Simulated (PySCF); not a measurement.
## Germanium: a sound run and one with changed settings

Sound run: Ge⁺ [Ar] 3d10 4s2 4p1, Ge²⁺ [Ar] 3d10 4s2. All numbers are calculated (PySCF 2.14, scalar relativity by spin-free X2C-1e, in x2c-SVPall). In the sound run the correlated levels freeze [Ar] 3d10. The sound run starts from symmetry-adapted Hartree-Fock orbitals and uses a fine grid where one is needed.

A second run was set up differently.

```json
{"species": "Ge⁺", "method": "UHF", "sound run (hartree)": "-2096.41326", "changed run (hartree)": "-2096.41326", "converged": "yes"}
{"species": "Ge⁺", "method": "PBE", "sound run (hartree)": "-2097.77185", "changed run (hartree)": "-2097.77185", "converged": "yes"}
{"species": "Ge⁺", "method": "B3LYP", "sound run (hartree)": "-2098.11410", "changed run (hartree)": "-2098.11410", "converged": "yes"}
{"species": "Ge⁺", "method": "MP2", "sound run (hartree)": "-2096.44531", "changed run (hartree)": "-2096.42275", "converged": "yes"}
{"species": "Ge⁺", "method": "CCSD(T)", "sound run (hartree)": "-2096.46063", "changed run (hartree)": "-2096.46063", "converged": "yes"}
{"species": "Ge²⁺", "method": "UHF", "sound run (hartree)": "-2095.85338", "changed run (hartree)": "-2095.85338", "converged": "yes"}
{"species": "Ge²⁺", "method": "PBE", "sound run (hartree)": "-2097.19041", "changed run (hartree)": "-2097.19041", "converged": "yes"}
{"species": "Ge²⁺", "method": "B3LYP", "sound run (hartree)": "-2097.53038", "changed run (hartree)": "-2097.53038", "converged": "yes"}
{"species": "Ge²⁺", "method": "MP2", "sound run (hartree)": "-2095.87975", "changed run (hartree)": "-2095.86102", "converged": "yes"}
{"species": "Ge²⁺", "method": "CCSD(T)", "sound run (hartree)": "-2095.89176", "changed run (hartree)": "-2095.89176", "converged": "yes"}
```

Ionisation energy of Ge⁺:

```tsv
method	sound run (eV)	changed run (eV)
UHF	15.235	15.235
PBE	15.822	15.822
B3LYP	15.884	15.884
MP2	15.390	15.285
SCS-MP2	15.371	15.281
CCSD	15.466	15.466
CCSD(T)	15.480	15.480
```

(1) What was changed?
A. level shift left on
B. basis contracted for another Hamiltonian
C. all electrons correlated in a valence basis
D. radial grid too coarse

## Answers

(1) A. It used initial guess minao, at most 50 SCF cycles, level shift 2.0 hartree. A level shift leaves the converged SCF energy unchanged but raises the virtual orbital energies, which shrinks MP2 if it is not removed.
